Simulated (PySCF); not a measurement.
AlClFHO.

```xyz
5

Al     0.0271    -0.4091     0.0000
F      1.5145    -1.1351     0.0000
Cl    -0.0805     1.6623     0.0000
O     -1.3942    -1.3076     0.0000
H     -1.4605    -2.2635     0.0000
```

The structure is a stationary point at PBE0-D3(BJ)/def2-SVP. Other conformers were not sampled.

All values below come from PBE0/pcSseg-2 (PySCF). Non-relativistic, no solvent.

Computed absolute GIAO shielding of each atom: isotropic value and principal components (ppm):
| atom | σ(iso) | σ11 | σ22 | σ33 | span |
|---|---|---|---|---|---|
| Al1 | 462.9 | 386.1 | 468.8 | 534.0 | 147.9 |
| F2 | 354.0 | 305.3 | 320.1 | 436.4 | 131.1 |
| Cl3 | 1030.2 | 978.2 | 991.3 | 1121.1 | 142.9 |
| O4 | 307.8 | 271.3 | 291.2 | 360.8 | 89.5 |
| H5 | 29.7 | 21.4 | 22.6 | 44.9 | 23.5 |
